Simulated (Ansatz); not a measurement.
Correlation energies of `C1NC[SiH2]N1` by basis set

```xyz
13

C    -1.177   -0.399   -0.490
N    -0.231   -1.204    0.271
C     1.112   -0.636    0.168
Si    0.707    1.187    0.428
N    -0.882    0.992   -0.204
H    -2.196   -0.656   -0.184
H    -1.095   -0.589   -1.577
H    -0.254   -2.169   -0.038
H     1.594   -0.787   -0.813
H     1.765   -1.058    0.934
H     1.573    2.112   -0.356
H     0.757    1.640    1.848
H    -1.674    1.567    0.014
```

The species carries charge 0 and has multiplicity 1. All single points use the PBE0-D4/def2-TZVP geometry. Frozen core, restricted reference, Ansatz. CBS rows extrapolate triple and quadruple zeta; past MP2 they add the triple-zeta difference.

| basis | HF (Eh) | MP2 corr. |
| --- | --- | --- |
| def2-SVP | -477.99056 | -0.70902 |
| def2-TZVPP | -478.31175 | -0.88159 |
| def2-QZVPP | -478.33015 | -0.94212 |

Question: Estimate the CCSD correlation energy and the (T) correction in each basis where they were run (hartree).

Answer: 
```
     basis  CCSD corr.       (T)
  def2-SVP    -0.76521  -0.02270
def2-TZVPP    -0.92599  -0.03764
 CBS(def2)    -1.03135     as TZ
```
